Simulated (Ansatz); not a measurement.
Total energies of BCOF₃ (relaxed from a model of B(CO)F3, whose bonding it doesn't keep) from Ansatz at r2SCAN-D4/def2-TZVPD, gas phase (1 Eh = 27.2114 eV = 2625.5 kJ/mol). The reference geometry is relaxed at r2SCAN-D4/def2-SVP.

| state | geometry | energy (Eh) |
| --- | --- | --- |
| charge 0 singlet | reference | -437.87725 |
| charge -1 doublet | reference | -437.85291 |
| free B atom (doublet) | – | -24.63682 |
| free C atom (triplet) | – | -37.83299 |
| free O atom (triplet) | – | -75.05928 |
| free F atom (doublet) | – | -99.72844 |

(1) Work out the vertical electron affinity, to the doublet.

(2) What is the binding energy per atom against free atoms?

(1) E(charge 0 singlet) − E(charge -1 doublet) = -437.87725 − (-437.85291) = -0.02434 Eh = -0.66 eV; negative, so the extra electron isn't bound.

(2) Atoms: 1 × (-24.63682) + 1 × (-37.83299) + 1 × (-75.05928) + 3 × (-99.72844) = -436.71441 Eh. Binding: -436.71441 − (-437.87725) = 1.16284 Eh = 31.64 eV, or 5.27 eV for each of 6 atoms (no zero-point energy, no counterpoise term).

At r2SCAN-D4/def2-TZVPD the highest occupied level of the charge -1 doublet lies above zero (up to 2.41 eV). By energy differences it is unbound by 0.66 eV (vertical, to the charge 0 singlet, at r2SCAN-D4/def2-TZVPD) and held by the finite basis. At r2SCAN-D4/def2-TZVPD the gap within one spin of the charge -1 doublet nearly closes, so an electron or hole may be smeared out by delocalisation error.
